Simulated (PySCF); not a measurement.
A mixed set of molecules.

All values: PBE0/pcSseg-1 (PySCF) at GFN2-xTB geometries, gas phase, one conformer each.

Task: Rank by LUMO energy, lowest first.
A. `CSC1CCC1`
B. `C#CC(=C=S)[SiH2]N`
C. `C/C(C#N)=N\[Si@H](C#N)C=O`
D. `C=C=C(C#N)C#C[SiH2]C`
E. `C(F)C1=CC[Si@]1(C#C)F`

Result: C (-3.08 eV), B (-2.43 eV), D (-1.95 eV), E (-0.90 eV), A (0.90 eV).

Task: Rank by the lowest Hirshfeld charge on any atom, highest value first.
A. `C(#N)[Si@@H](/N=C(\C)C#N)C=O`
B. `C#CC(=C=S)[SiH2]N`
C. `CSC1CCC1`
D. `C#C[Si@]1(F)CC=C1CF`

Result: C (-0.123 e), D (-0.201 e), A (-0.216 e), B (-0.317 e).

Task: Rank by HOMO energy, highest first.
A. `CSC1CCC1`
B. `[H]/N=C\[SiH2]C#C[SiH3]`
C. `C#C[Si@]1(F)CC=C1CF`
D. `C/C(C#N)=N\[Si@H](C#N)C=O`
E. `C=C=C(C#N)C#C[SiH2]C`
F. `C#CC(=C=S)[SiH2]N`

Result: A (-6.17 eV), F (-6.46 eV), B (-7.09 eV), E (-7.54 eV), D (-7.68 eV), C (-7.85 eV).

All values together:

```
                   SMILES    formula  μ (D)  HOMO (eV)  LUMO (eV)  lowest IAO charge (e)  highest IAO charge (e)  lowest Hirshfeld charge (e)  highest Hirshfeld charge (e)
        C#CC(=C=S)[SiH2]N   C4H5NSSi   1.86      -6.46      -2.43             -0.846 (N)             +0.970 (Si)                   -0.317 (N)                   +0.394 (Si)
     C=C=C(C#N)C#C[SiH2]C    C7H7NSi   3.86      -7.54      -1.95             -0.715 (C)             +0.795 (Si)                   -0.209 (N)                   +0.372 (Si)
      C#C[Si@]1(F)CC=C1CF   C6H6F2Si   2.17      -7.85      -0.90             -0.562 (C)             +1.325 (Si)                   -0.201 (F)                   +0.475 (Si)
C/C(C#N)=N\[Si@H](C#N)C=O  C5H5N3OSi   5.06      -7.68      -3.08             -0.522 (N)             +0.976 (Si)                   -0.216 (N)                   +0.431 (Si)
                 CSC1CCC1     C5H10S   1.72      -6.17       0.90             -0.505 (C)              +0.167 (H)                   -0.123 (C)                    +0.051 (H)
  [H]/N=C\[SiH2]C#C[SiH3]   C3H7NSi2   1.91      -7.09      -0.90             -0.381 (N)             +0.729 (Si)                   -0.211 (N)                   +0.361 (Si)
```

Conformers: `[CH:1]#[C:2][C:3](=[C:4]=[S:5])[SiH2:6][NH2:7]` with C2–C3–Si6–N7 152°, C3–Si6–N7–H 35° and 180°; `[CH:1]#[C:2][Si@:3]1([F:4])[CH2:5][CH:6]=[C:7]1[CH2:8][F:9]` with C6–C7–C8–F9 -138°; `[CH3:1]/[C:2]([C:3]#[N:4])=[N:5]\[Si@H:6]([C:7]#[N:8])[CH:9]=[O:10]` with C2–N5–Si6–C7 -127°, N5–Si6–C9–O10 -141°; `[CH3:1][S:2][CH:3]1[CH2:4][CH2:5][CH2:6]1` with C1–S2–C3–C4 177°, S2–C3–C4–C5 -131°, C3–C4–C5–C6 12°, C4–C5–C6–C3 -12°, S2–C3–C6–C5 130°; `[H]/[N:1]=[CH:2]\[SiH2:3][C:4]#[C:5][SiH3:6]` with N1–C2–Si3–C4 0°.
